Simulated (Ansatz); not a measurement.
`N#CB(F)Cl` + H–F → `N#CB(F)F` + HCl at 500 K and 1 bar (ligand exchange at a B–Cl bond).

Isolated molecules relaxed with PBE0-D4/def2-TZVP in Ansatz; ΔE leaves out vibrations. CCSD(T)/CBS is the MP2 limit (def2-TZVPP, def2-QZVPP) plus CCSD(T) − MP2 in def2-TZVPP, frozen cores. This one scheme is used for every species.

```json
{"species": "`N#CB(F)Cl`", "CCSD(T)/CBS energy (Eh)": "-677.20405", "H − E (kJ/mol)": "74.6", "S (J/(mol·K))": "347.2"}
{"species": "H–F", "CCSD(T)/CBS energy (Eh)": "-100.39570", "H − E (kJ/mol)": "39.4", "S (J/(mol·K))": "188.7"}
{"species": "`N#CB(F)F`", "CCSD(T)/CBS energy (Eh)": "-317.24121", "H − E (kJ/mol)": "77.4", "S (J/(mol·K))": "328.0"}
{"species": "HCl", "CCSD(T)/CBS energy (Eh)": "-460.38127", "H − E (kJ/mol)": "32.5", "S (J/(mol·K))": "201.9"}
```

H − E and S are ideal-gas, rigid-rotor, harmonic terms from PBE0-D4/def2-TZVP. 1 Eh = 2625.50 kJ/mol, R = 8.31446 J/(mol·K).

By hand: ΔE, ΔH, ΔS and ΔG.

ΔE = (-317.24121) + (-460.38127) − (-677.20405) − (-100.39570) = -0.02273 Eh = -59.7 kJ/mol. Δ(H − E) = 77.4 + 32.5 − 74.6 − 39.4 = -4.1, so ΔH = -63.8 kJ/mol. ΔS = 328.0 + 201.9 − 347.2 − 188.7 = -6.0 J/(mol·K). ΔG = -63.8 − 500 × (-6.0)/1000 = -60.8 kJ/mol.

By hand: the equilibrium constant, and the temperature at which ΔG would vanish if ΔH and ΔS stayed fixed.

log₁₀ K = −ΔG/(RT ln 10) = 6.4. ΔG = 0 at ΔH/ΔS = 10633 K, far beyond where these terms or the molecules hold.

The number of gas molecules stays the same, so ΔS is small and ΔH decides. A doubt of 5 kJ/mol in ΔE shifts log₁₀ K by 0.5 here. These are equilibria of isolated gas molecules and say nothing of rates. Largest T1 diagnostic: 0.014 (customary marks: 0.02 for closed shells, 0.045 for open ones).
